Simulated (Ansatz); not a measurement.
Pulling on the Si1–H2 bond in FHSi (SMILES F[SiH]) (multiplicity 1 held, fragments rigid). Energies count from the point at 1.538 Å.
Geometry at that point (charge 0, multiplicity 1):
```xyz
3

Si    -0.2073    -0.3454     0.4496
H     -1.0031    -1.1949    -0.5558
F      0.4339     0.6700    -0.6376
```

Restricted levels (R-, RO-) in cc, def2 and unpolarised 6-31G sets keep to the state of the molecule at rest. U- levels take the lowest unrestricted solution at each point, which mixes spins at long bonds. Active spaces are followed from a long bond inwards. Curves can end on different states.

Cores are frozen in the correlated methods.

Programs: Ansatz (a quantum-chemistry and plane-wave program). Each number belongs to the level named beside it.

```tsv
level	energy at R = 4.922 Å (kcal/mol)
R-HF/cc-pV(T+d)Z	144.42
R-PBE/cc-pV(T+d)Z	95.12
U-PBE/cc-pV(T+d)Z	73.30
U-r2SCAN/cc-pV(T+d)Z	74.13
U-wB97X-V/cc-pV(T+d)Z	77.17
R-MP2/cc-pV(T+d)Z	[?]
R-SCS-MP2/cc-pV(T+d)Z	[?]
FIC-NEVPT4(SD) on CASSCF(2,2)/cc-pV(T+d)Z	74.86
FIC-MRCISD+Q on CASSCF(2,2)/cc-pV(T+d)Z	76.60
```

### Question
Fill in the missing entries.

### Answer

- R-MP2/cc-pV(T+d)Z, energy at R = 4.922 Å (kcal/mol): 109.01
- R-SCS-MP2/cc-pV(T+d)Z, energy at R = 4.922 Å (kcal/mol): 102.75

Doubts at one or more of the structures used: a restricted determinant that unrestricted orbitals would lower (R-HF/cc-pV(T+d)Z, R-PBE/cc-pV(T+d)Z, R-MP2/cc-pV(T+d)Z, R-SCS-MP2/cc-pV(T+d)Z); a spin-contaminated determinant (U-PBE/cc-pV(T+d)Z, U-r2SCAN/cc-pV(T+d)Z, U-wB97X-V/cc-pV(T+d)Z).
